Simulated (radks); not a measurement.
The numbers below are computed, except where a source is named.
Valence configurations of Ta I (all share [Xe]). Code: a radial shooting solver on a logarithmic mesh with Libxc functionals. Model: non-relativistic Kohn-Sham, LDA (Slater exchange, Perdew-Wang correlation), spin-polarised, spherical densities, point nucleus; open shells are filled with parallel spins first (spin-orbit coupling, left out, can overturn this in heavy ions); relativity is left out, which matters for an element this heavy. Energies are relative to 4f14 5d3 6s2; eigenvalues in eV for spin up.

valence               E (eV)  moment (Bohr magnetons)    e(4f)    e(5d)   e(6p)   e(6s)
4f14 5d3 6s2           0.000                        3  -32.572   -5.570       -  -5.095
4f13 5d3 6s2 6p1      36.382                        5  -46.628  -10.016  -2.900  -6.866
4f14 5d3 6p2           5.620                        5  -34.734   -7.571  -3.031       -
4f12.5 5d3 6s2 6p1.5  59.170                        6  -54.058  -12.391  -3.434  -7.725
4f13 5d3 6s1 6p2      38.680                        7  -47.511  -10.919  -3.534  -7.657
4f14 5d3 6s1 6p1       2.072                        5  -33.611   -6.619  -2.535  -6.022
4f14 5d4 6s1          -1.196                        5  -29.851   -3.999       -  -4.554
4f14 5d5              -0.312                        5  -27.783   -2.724       -       -
4f13 5d4 6s2          30.281                        5  -42.161   -6.914       -  -5.292
4f14 5d2 6s2 6p1       4.683                        3  -36.788   -8.414  -2.817  -6.595

NIST lists [Xe] 4f14 5d3 6s2 as the ground configuration; this level of theory puts 4f14 5d4 6s1 lower, by 1.196 eV. The energies are those of spherical high-spin densities, not of single terms. Relativity is left out, which favours d and f over s occupation in heavy atoms.
